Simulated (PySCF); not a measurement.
Computed IR spectrum (relative IR intensity) of a molecule CH₁₁NSi₄. Geometry: PBE0-D3(BJ)/def2-SVP. Other conformers were not sampled. All values below come from PBE0-D3(BJ)/def2-SVP (PySCF 2.14.0). Frequencies are harmonic and unscaled.

Lines under 2 % of the strongest are left out, and lines within 2 cm⁻¹ are merged.

ν (cm⁻¹): 221 (w), 377 (vw), 400 (m), 405 (m), 444 (w), 475 (vw), 575 (w), 651 (w), 675 (m), 682 (m), 688 (w), 781 (w), 797 (w), 839 (vs), 856 (w), 911 (s), 917 (s), 939 (w), 966 (w), 969 (w), 1003 (w), 1367 (vw), 1545 (w), 2159 (m), 2200 (w), 2203 (s), 2211 (w), 2214 (m), 2219 (m), 2222 (m), 3600 (w), 3700 (w) (against the strongest line: vs over 80 %, s over 45 %, m over 15 %, w over 4 %, vw less)

Question: Identify the compound among the candidates.
A) [SiH3][C@@H]1N[SiH2][SiH2][SiH2]1
B) N[SiH2][SiH]1[SiH2]C[SiH2]1
C) [SiH3][Si@@H]1N[SiH2]C[SiH2]1
D) C[Si@H]1[SiH2][Si@@H](N)[SiH2]1

Answer: B, N[SiH2][SiH]1[SiH2]C[SiH2]1
